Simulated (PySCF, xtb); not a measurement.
SiOBr2, SMILES Br[Si](Br)=O.

GFN2-xTB run with xtb 6.7.1 at its own geometry gives an orbital gap of 4.80 eV and a dipole moment of 0.19 D.

The structure is a stationary point at B3LYP-D3(BJ)/def2-SVP.

What does ωB97X/def2-TZVPD (PySCF) give? (The exact figures need the calculation; the answer reports its results.)

gap 10.65 eV (levels -11.11 and -0.46 eV), dipole 3.47 D.
